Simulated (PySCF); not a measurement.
Point-charge models of `c1(pcccc1C=O)F` against its computed dipole.

Coordinates (GFN2-xTB, Å) and charges (e) from the PBE0/pcSseg-1 density (PySCF):

```csv
atom,x,y,z,Mulliken,IAO,Hirshfeld,ESP-fitted
O1,-2.368,-1.828,0.179,-0.3486,-0.3858,-0.2128,-0.4426
C2,-2.119,-0.683,-0.094,+0.4024,+0.2512,+0.1201,+0.4604
C3,-0.760,-0.103,-0.073,-0.4201,-0.0942,-0.0347,-0.3313
C4,0.306,-0.928,0.287,-0.0010,-0.1057,-0.0207,+0.2166
C5,1.615,-0.490,0.341,-0.0108,-0.1421,-0.0408,-0.4998
C6,1.995,0.804,0.044,-0.4051,-0.3554,-0.0872,+0.0896
P7,0.951,2.101,-0.441,+0.4760,+0.3684,+0.0925,-0.1680
C8,-0.559,1.231,-0.405,+0.1227,+0.0826,+0.0399,+0.3669
F9,-1.642,1.967,-0.744,-0.2692,-0.2588,-0.0688,-0.1748
H10,-2.914,0.026,-0.385,+0.0858,+0.1208,+0.0420,+0.0280
H11,0.064,-1.953,0.530,+0.1055,+0.1808,+0.0571,+0.1057
H12,2.381,-1.197,0.631,+0.1124,+0.1636,+0.0588,+0.2164
H13,3.046,1.054,0.114,+0.1501,+0.1746,+0.0545,+0.1329
```

Task: Form Σ q r in debye for every column and set it beside the full dipole.

Result: The full density gives (2.52, 0.32, 0.25) D, 2.56 D in size; dipole vectors point from the negative to the positive end.

```tsv
scheme	μx	μy	μz	size (D)	share of the full size (%)	angle to the full dipole (°)
Mulliken	3.72	2.54	-0.19	4.50	176	28
IAO	3.80	2.07	-0.05	4.33	169	22
Hirshfeld	1.90	1.27	-0.09	2.29	89	28
ESP-fitted	2.54	0.36	0.24	2.58	101	1
```

Task: Which set comes closest?

Result: Length of the difference vector: ESP-fitted 0.04 D, Hirshfeld 1.18 D, IAO 2.19 D, Mulliken 2.55 D. Closest: ESP-fitted. ESP charges are fitted to the potential around the molecule, whose slowest-falling term is the dipole's. The schemes that divide the density aren't constrained to reproduce the dipole.

Task: What is left for the Hirshfeld atoms' own dipoles?

Result: The Hirshfeld atoms' densities add up to the full density, so μ = Σ q r + Σ (atomic dipoles). The atomic dipoles sum to (2.52, 0.32, 0.25) − (1.90, 1.27, -0.09) = (0.62, -0.95, 0.34) D, 1.18 D in size.

Task: With the origin at the mean of the coordinates, (0.000, 0.000, -0.001) Å, which are the largest single terms, by size, of the Mulliken dipole along the direction of the full one?

Result: O1 +4.27, C2 -4.23, C6 -4.04, P7 +2.65, H13 +2.27 D; all 13 atoms together +3.97 D. The single terms depend on the origin, their sum doesn't.

Task: Give the size of the full dipole in other units.

Result: 2.56 D = 1.006 au = 0.532 e·Å = 8.53 × 10⁻³⁰ C·m.

Geometry: GFN2-xTB, one conformer, isolated molecule.

Shape of the structure used: `[O:1]=[CH:2][c:3]1[cH:4][cH:5][cH:6][p:7][c:8]1[F:9]`: O1–C2–C3–C4 0°.
